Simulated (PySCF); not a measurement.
PySCF job for ClH6NSi3, SMILES [SiH2]1[SiH](Cl)[SiH2]N1, HF/pcSseg-1. Geometry: PBE0-D3(BJ)/def2-SVP. The structure was generated by enumeration, and PubChem lists no compound with its InChIKey, so it may never have been made.

```python
import numpy as np
from pyscf import gto, scf, dft
from pyscf.prop.nmr import rhf as nmr

mol = gto.M(
    atom='''
    Cl   -2.40653784    0.39410476    0.00000000
    Si   -0.64482453   -0.71011876    0.00000000
    Si    1.04708997    0.04715378   -1.44993534
    N     1.98038179    0.38902674   -0.00000000
    Si    1.04708997    0.04715378    1.44993534
    H    -1.00002644   -2.15870489    0.00000000
    H     1.69890486   -0.95286875   -2.35546177
    H     0.71644061    1.25173157   -2.27494808
    H     2.92683047    0.75936801   -0.00000000
    H     0.71644061    1.25173157    2.27494807
    H     1.69890486   -0.95286874    2.35546178
    ''',
    basis='pcSseg-1',
    charge=0,
    spin=0,
    max_memory=1600,
    verbose=3,
)
mf = scf.RHF(mol)
mf.conv_tol = 1e-10
mf.max_cycle = 100
mf.kernel()
n = nmr.NMR(mf)
n.verbose = 2
n.max_cycle_cphf = 60
sigma = n.kernel()
print('atom   isotropic/ppm   span/ppm')
for i, s in enumerate(sigma):
    w = np.linalg.eigvalsh((s + s.T) / 2)
    print(f'{mol.atom_symbol(i):2s}{i + 1:3d} {w.mean():14.3f} {w[2] - w[0]:11.3f}')
```

Log of the run:

```
converged SCF energy = -1384.23104986432
atom   isotropic/ppm   span/ppm
Cl  1       1089.875     105.379
Si  2        381.817     121.511
Si  3        414.962     129.111
N   4        256.115      74.847
Si  5        414.962     129.111
H   6         26.371       9.224
H   7         26.910       8.843
H   8         26.847       7.856
H   9         31.478      23.084
H  10         26.847       7.856
H  11         26.910       8.843
```

The run converged.
